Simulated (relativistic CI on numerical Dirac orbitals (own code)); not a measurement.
Radial Dirac CI calculation of W.

Command:

```sh
python run_levels.py task.json out
```

Input:

```
atom W  Z=74  charge=0  electrons=74
nucleus A=184  rms_radius_fm=5.3658
hamiltonian dirac-coulomb  breit=on  qed=on  c_scale=1
orbitals kli  potential=per-configuration
slater_scale 1
correlation none
mixing on
grid step=0.0125 r_max=259.4
scf mixing=0.4 start=previous max_iterations=150 tolerance=2e-08 node_fill=0.05
configurations
  [Xe] 4f14 5d4 6s2
  [Xe] 4f14 5d5 6s
end
```

Output:

```
SCF 1: [Xe] 4f14 5d4 6s2
 iter      energy (Ha)   residual   last orbital (Ha)
    1    -16154.791306   9.03e-01     -0.23403
    2    -16155.890133   1.84e-01     -0.21852
    3    -16156.029677   7.70e-02     -0.27676
    4    -16156.065279   4.71e-02     -0.31505
    5    -16156.080845   6.33e-03     -0.36129
    6    -16156.080722   8.13e-03     -0.35916
    7    -16156.080665   1.06e-03     -0.36748
    8    -16156.080590   2.85e-04     -0.36862
    9    -16156.080619   1.58e-05     -0.36884
   10    -16156.080617   1.45e-05     -0.36885
   11    -16156.080619   1.61e-06     -0.36886
   12    -16156.080618   2.03e-07     -0.36886
   13    -16156.080618   1.30e-08     -0.36886
SCF 2: [Xe] 4f14 5d5 6s
 iter      energy (Ha)   residual   last orbital (Ha)
    1    -16156.030927   9.77e-02     -0.36886
    2    -16156.031822   1.37e-02     -0.34380
    3    -16156.036115   1.32e-02     -0.33364
    4    -16156.034716   3.87e-03     -0.32049
    5    -16156.035077   2.02e-04     -0.32160
    6    -16156.035060   4.66e-05     -0.32135
    7    -16156.035059   4.73e-06     -0.32131
    8    -16156.035058   4.72e-07     -0.32131
    9    -16156.035058   6.11e-08     -0.32131
   10    -16156.035058   2.52e-08     -0.32131
   11    -16156.035058   9.98e-10     -0.32131
orbital energies (Ha): 4f5/2 -1.4626  4f7/2 -1.3807  5s -3.0432  5p1/2 -1.9925  5p3/2 -1.6356  5d3/2 -0.3366  5d5/2 -0.3107  6s -0.3689
configuration averages (Ha): Dirac-Coulomb, Breit, QED
  5d4 6s2                     -16156.080618   17.179388   11.671262
  5d5 6s                      -16156.035058   17.178790   11.670534
levels: no., configuration, term, J, E (cm-1), weight
   1 5d5 6s                 7S   3                0.0  0.98
   2 5d4 6s2                5D   0             6090.1  0.81
   3 5d4 6s2                5D   1             7030.8  0.85
   4 5d4 6s2                5D   2             8269.3  0.86
   5 5d4 6s2                5D   3             9632.9  0.84
   6 5d4 6s2                5D   4            11156.4  0.80
   7 5d4 6s2                3P   0            17341.8  0.62
   8 5d4 6s2                3H   4            19810.4  0.39
   9 5d4 6s2                3G   3            20580.2  0.34
  10 5d4 6s2                3P   1            20698.8  0.63
  11 5d5 6s                 5G   2            20854.4  0.47
  12 5d5 6s                 5G   3            21290.5  0.39
  13 5d5 6s                 5G   2            21429.3  0.35
  14 5d5 6s                 5G   4            21733.6  0.93
lowest total energy -16127.371978 Ha
end: converged
```

Against the reference input this run has: start potential previous. The reference run ends at -16127.371978 Ha with Breit and QED terms. The change (start potential previous) leaves the energy and the levels as they were.

With so few configurations and no correlation the model can put configurations in the wrong order; the tabulated ground configuration is [Xe] 4f14 5d4 6s2. Terms and fine structure of an open d or f shell near neutrality can be off by tens of per cent either way.
